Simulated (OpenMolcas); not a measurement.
Dy3+ in Cs2NaYCl6: curves along the breathing mode

Dy3+ with its 6 nearest chloride ions, on the Y site of Cs2NaYCl6 (a = 10.7396 Å, distance in the model lattice 2.619 Å). The rest of the host is ab initio model potentials to 7.6 Å, with orthogonalisation functions on the cations behind the ligands, and point charges beyond; the distance is set by hand and nothing relaxes. Ligand basis ANO-RCC-VDZP.

```
Program             : OpenMolcas
Method              : CASSCF
Basis               : ANO-RCC-VDZP [7s6p4d2f1g]
Scalar Hamiltonian  : DKH2, point nucleus
Active space        : 9 electrons in 7 orbitals (4f)
State averaging     : 2S+1 = 6 odd, 21 roots; 2S+1 = 4 odd, 121 roots kept (CI in the orbitals of an earlier block, 108 in the spin-orbit step); 2S+1 = 2 odd, 82 roots kept (CI in the orbitals of an earlier block, 40 in the spin-orbit step)
Spin-orbit coupling : RASSI with atomic mean-field integrals over the reference wave functions
```

Spin-free energies (labels of O, the rotations of Oh) in cm-1 above the lowest fitted minimum, as all ligands move together:

```json
{"R (Å)": "2.478", "6T1": "6390", "6T2": "6670", "6E": "6810", "6T1(2)": "6880", "6T1(3)": "13950", "6T2(2)": "14140", "6A2": "14270"}
{"R (Å)": "2.537", "6T1": "1880", "6T2": "2120", "6E": "2250", "6T1(2)": "2310", "6T1(3)": "9430", "6T2(2)": "9590", "6A2": "9710"}
{"R (Å)": "2.595", "6T1": "100", "6T2": "300", "6E": "420", "6T1(2)": "480", "6T1(3)": "7630", "6T2(2)": "7780", "6A2": "7890"}
{"R (Å)": "2.654", "6T1": "610", "6T2": "790", "6E": "900", "6T1(2)": "950", "6T1(3)": "8130", "6T2(2)": "8260", "6A2": "8360"}
{"R (Å)": "2.712", "6T1": "3110", "6T2": "3270", "6E": "3370", "6T1(2)": "3420", "6T1(3)": "10630", "6T2(2)": "10740", "6A2": "10830"}
{"R (Å)": "2.77", "6T1": "7400", "6T2": "7530", "6E": "7630", "6T1(2)": "7670", "6T1(3)": "14900", "6T2(2)": "15010", "6A2": "15090"}
{"R (Å)": "2.829", "6T1": "13430", "6T2": "13550", "6E": "13640", "6T1(2)": "13670", "6T1(3)": "20930", "6T2(2)": "21030", "6A2": "21100"}
```

Cubic fits give the following; the wavenumber is harmonic, with the mass of all moving ligands, small differences in it between states hang on the degree of the fit, a number in brackets counts states of one label, and the table is a selection of at most 14 states with clean curves.

```
 State  R0 (Å)  Breathing mode (cm-1)  Minimum (cm-1)
   6T1   2.612                    323               0
   6T2   2.612                    323             200
    6E   2.613                    323             310
6T1(2)   2.613                    323             370
6T1(3)   2.612                    323            7530
6T2(2)   2.612                    323            7670
   6A2   2.613                    323            7780
    4E   2.611                    323           24710
   4T2   2.611                    323           24720
   4A2   2.611                    323           24750
4T2(2)   2.611                    323           24800
   4T1   2.611                    323           24830
   4A1   2.612                    323           24930
4T1(2)   2.611                    323           25020
```

For an f ion spin-orbit coupling outweighs the ligand field, so these spin-free curves are not those of observable levels.

High states are left out of the spin-orbit mixing, which shifts the levels that they would mix with. Without dynamic correlation the ligand-field splitting of an f shell can come out too small, at times by half. A group larger than the point group allows holds several states that coincide in this model. No measured value stands beside these numbers.
